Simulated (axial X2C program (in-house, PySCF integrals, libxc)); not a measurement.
Outer orbitals of TbBr at 2.553 Å, TPSSh

Computed with an in-house relativistic program for diatomic molecules. Spin-free means the one-electron spin-free X2C Hamiltonian; two-component (2c) means X2C with spin–orbit coupling and atomic mean-field two-electron Coulomb and Gaunt terms, so the difference of the two also holds small scalar two-electron terms. Basis: Tb dyall-cv3z [13s13p10d7f3g], Br dyall-cv3z [8s9p6d4f1g] (cores contracted in-house); Gaussian nuclei, density fitting, unrestricted open shells. Masses: Tb 158.925 u, Br 78.918 u.

The distance is close to the 2c PBE0 minimum; the highest filled and lowest empty levels are listed.

Spin-free orbitals, state M_S = 3, Λ = 2 (beyond evenly filled blocks: σα, π+α, π-α, δ+α, δ+β, δ-α, φ+α, φ-α) (Löwdin shares):

| symmetry | occupied | ε (eV) | atomic character |
| --- | --- | --- | --- |
| σα | yes | -19.86 | 77% Br s, 7% Tb p, 7% Tb d |
| σβ | yes | -19.81 | 77% Br s, 8% Tb p, 7% Tb d |
| φ-α | yes | -9.43 | 100% Tb f |
| φ+α | yes | -9.43 | 100% Tb f |
| π+α | yes | -8.72 | 96% Tb f, 3% Br p |
| π-α | yes | -8.72 | 96% Tb f, 3% Br p |
| σα | yes | -8.46 | 55% Tb f, 38% Br p, 3% Tb d |
| δ-α | yes | -8.41 | 100% Tb f |
| δ+α | yes | -8.41 | 100% Tb f |
| σβ | yes | -7.99 | 80% Br p, 8% Tb d, 5% Tb s |
| σα | yes | -7.76 | 46% Tb f, 42% Br p, 6% Tb d |
| π+β | yes | -7.49 | 83% Br p, 9% Tb d, 5% Tb f |
| π-β | yes | -7.48 | 83% Br p, 9% Tb d, 5% Tb f |
| π+α | yes | -7.43 | 79% Br p, 9% Tb d, 8% Tb f |
| π-α | yes | -7.43 | 79% Br p, 9% Tb d, 8% Tb f |
| δ+β | yes | -4.45 | 100% Tb f |
| σα | yes | -4.27 | 76% Tb s, 15% Tb d, 7% Tb p |
| σβ | yes | -3.82 | 53% Tb f, 40% Tb s, 4% Tb p |
| σβ | no | -2.69 | 45% Tb f, 40% Tb s, 6% Tb p |
| δ+α | no | -2.13 | 100% Tb d |
| δ-α | no | -2.13 | 100% Tb d |
| π-α | no | -1.82 | 54% Tb d, 43% Tb p |
| π+α | no | -1.82 | 54% Tb d, 43% Tb p |

Spinors with spin–orbit coupling (state Ω = 5):

```json
{"ω": "1/2", "occupied": "yes", "ε (eV)": "-19.85", "atomic character": "77% Br s, 8% Tb p, 7% Tb d", "λ mixture": "100% σ"}
{"ω": "-1/2", "occupied": "yes", "ε (eV)": "-19.79", "atomic character": "76% Br s, 8% Tb p, 7% Tb d", "λ mixture": "100% σ"}
{"ω": "-5/2", "occupied": "yes", "ε (eV)": "-9.73", "atomic character": "100% Tb f", "λ mixture": "100% φ"}
{"ω": "7/2", "occupied": "yes", "ε (eV)": "-9.07", "atomic character": "100% Tb f", "λ mixture": "100% φ"}
{"ω": "-1/2", "occupied": "yes", "ε (eV)": "-8.82", "atomic character": "96% Tb f, 3% Br p", "λ mixture": "99% π, 1% σ"}
{"ω": "-3/2", "occupied": "yes", "ε (eV)": "-8.61", "atomic character": "100% Tb f", "λ mixture": "100% δ"}
{"ω": "3/2", "occupied": "yes", "ε (eV)": "-8.60", "atomic character": "97% Tb f, 3% Br p", "λ mixture": "99% π, 1% δ"}
{"ω": "1/2", "occupied": "yes", "ε (eV)": "-8.46", "atomic character": "50% Tb f, 42% Br p, 4% Tb d", "λ mixture": "98% σ, 2% π"}
{"ω": "5/2", "occupied": "yes", "ε (eV)": "-8.18", "atomic character": "100% Tb f", "λ mixture": "99% δ, 1% φ"}
{"ω": "-1/2", "occupied": "yes", "ε (eV)": "-8.06", "atomic character": "81% Br p, 8% Tb d, 4% Tb s", "λ mixture": "88% σ, 12% π"}
{"ω": "1/2", "occupied": "yes", "ε (eV)": "-7.83", "atomic character": "47% Br p, 44% Tb f, 6% Tb d", "λ mixture": "71% σ, 29% π"}
{"ω": "1/2", "occupied": "yes", "ε (eV)": "-7.53", "atomic character": "74% Br p, 12% Tb f, 8% Tb d", "λ mixture": "70% π, 30% σ"}
{"ω": "-1/2", "occupied": "yes", "ε (eV)": "-7.51", "atomic character": "79% Br p, 9% Tb d, 7% Tb f", "λ mixture": "88% π, 12% σ"}
{"ω": "-3/2", "occupied": "yes", "ε (eV)": "-7.33", "atomic character": "82% Br p, 9% Tb d, 5% Tb f", "λ mixture": "100% π"}
{"ω": "3/2", "occupied": "yes", "ε (eV)": "-7.28", "atomic character": "79% Br p, 10% Tb d, 8% Tb f", "λ mixture": "100% π"}
{"ω": "3/2", "occupied": "yes", "ε (eV)": "-4.63", "atomic character": "100% Tb f", "λ mixture": "99% δ, 1% π"}
{"ω": "1/2", "occupied": "yes", "ε (eV)": "-4.26", "atomic character": "76% Tb s, 15% Tb d, 7% Tb p", "λ mixture": "100% σ"}
{"ω": "-1/2", "occupied": "yes", "ε (eV)": "-3.81", "atomic character": "54% Tb f, 40% Tb s, 3% Tb p", "λ mixture": "100% σ"}
{"ω": "-1/2", "occupied": "no", "ε (eV)": "-2.68", "atomic character": "44% Tb f, 41% Tb s, 6% Tb p", "λ mixture": "100% σ"}
{"ω": "-3/2", "occupied": "no", "ε (eV)": "-2.21", "atomic character": "100% Tb d", "λ mixture": "100% δ"}
{"ω": "5/2", "occupied": "no", "ε (eV)": "-2.03", "atomic character": "97% Tb d, 3% Tb f", "λ mixture": "97% δ, 3% φ"}
{"ω": "5/2", "occupied": "no", "ε (eV)": "-2.00", "atomic character": "97% Tb f, 3% Tb d", "λ mixture": "96% φ, 4% δ"}
```

Mulliken charges and populations of the two-component result (they depend on the basis, above all on diffuse functions):

Tb 0.34 e (s 11.36 p 24.15 d 20.55 f 8.59 g 0.01), Br -0.34 e (s 7.96 p 17.36 d 10.02). ⟨Lz⟩ = 2.02 ħ and ⟨Sz⟩ = 2.98 ħ (2.99 and -0.01 on the two atoms), which add up to Ω.

Occupations by symmetry block were frozen at the best pattern of an incomplete PBE0 search. Density functionals use the spin component along the axis (collinear). Other states lie close and PBE0, whose exact exchange favours high spin, may order them wrongly; the determinant shown need not be the ground state. The nearest other spin-free determinant of the search, M_S = 3, Λ = 3, lies 0.15 eV up at the distance of the search. The functionals have no current-density term, which raises determinants with orbital currents, atoms included. With several unpaired electrons one determinant need not be a pure state. Open-shell Ω = 0 determinants with evenly filled partner blocks cannot be reached by this program, so the Ω shown need not be the lowest component.
